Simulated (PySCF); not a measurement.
## Nuclear quadrupole coupling in `CS[SiH2]/C(Cl)=C\[SiH3]`

C3H9ClSSi2.
SMILES with atom numbers: `[CH3:1][S:2][SiH2:3]/[C:4]([Cl:5])=[CH:6]\[SiH3:7]` (hydrogens: H8, H9, H10 on C1; H11, H12 on Si3; H13 on C6; H14, H15, H16 on Si7)

Structure used (GFN2-xTB), in Å, numbered top down from 1:
```xyz
16
C3H9ClSSi2 angstrom
C     -2.2113   -0.6926   -0.4318
S     -1.3367   -1.6049    0.8827
Si    -0.4688    0.0316    1.9651
C      0.2570    1.2513    0.7107
Cl    -0.5715    2.7999    0.7422
C      1.2414    1.0634   -0.1578
Si     2.2291   -0.5303   -0.3665
H     -1.4880   -0.1680   -1.0486
H     -2.7443   -1.4279   -1.0245
H     -2.9134    0.0063    0.0107
H      0.5477   -0.5867    2.7992
H     -1.5185    0.7250    2.7044
H      1.5055    1.8820   -0.8185
H      1.4209   -1.5192   -1.0797
H      2.6415   -1.0396    0.9413
H      3.4017   -0.1813   -1.1725
```

Field gradients from the PBE0/pcSseg-1 density (PySCF, non-relativistic), principal values in atomic units, ordered |Vxx| ≤ |Vyy| ≤ |Vzz|:

```csv
atom,Vxx,Vyy,Vzz
S2,0.1884,2.0856,-2.2740
Cl5,-1.5746,-2.1202,3.6948
```

Find the asymmetry η = (Vxx − Vyy)/Vzz and the couplings χ = eQV/h (234.96 MHz × Q in barn × V in au), with Q(33S) = −0.0678 b, Q(35Cl) = −0.0817 b.

| atom | environment | nucleus | η | χzz (MHz) | χxx (MHz) | χyy (MHz) |
| --- | --- | --- | --- | --- | --- | --- |
| S2 | sulfur bonded to C and Si | 33S | 0.83 | 36.23 | -3.00 | -33.22 |
| Cl5 | vinyl chlorine | 35Cl | 0.15 | -70.93 | 30.23 | 40.70 |

What is Vzz at Cl5 in SI units (1 au = 9.71736 × 10²¹ V/m²)?

3.6948 au = 35.904 × 10²¹ V/m².

And the gradient at the other heavy atoms, for which no coupling is worked out here?

```json
{"atom": "C1", "environment": "S-methyl carbon", "Vzz (au)": "0.315", "η": "0.05"}
{"atom": "Si3", "environment": "SiH2 silicon", "Vzz (au)": "0.443", "η": "0.92"}
{"atom": "C4", "environment": "vinylic C–Cl carbon", "Vzz (au)": "-0.476", "η": "0.48"}
{"atom": "C6", "environment": "alkene CH carbon", "Vzz (au)": "0.330", "η": "0.24"}
{"atom": "Si7", "environment": "SiH3 silicon", "Vzz (au)": "0.224", "η": "0.27"}
```

Were the hydrogens deuterons (Q(2H) = 0.00286 b), χzz would run from 108 kHz (H16) to 215 kHz (H13).

The structure is a single GFN2-xTB conformer in the gas phase; no vibrational or solvent corrections. GFN2-xTB frequencies show an imaginary mode (26i cm⁻¹), so this geometry is no minimum at that level. GFN2-xTB bond lengths can be off by several hundredths of an ångström, more for odd bonds, and the gradients follow them. The basis is small and wasn't made for field gradients, so the couplings can be 20 % off.
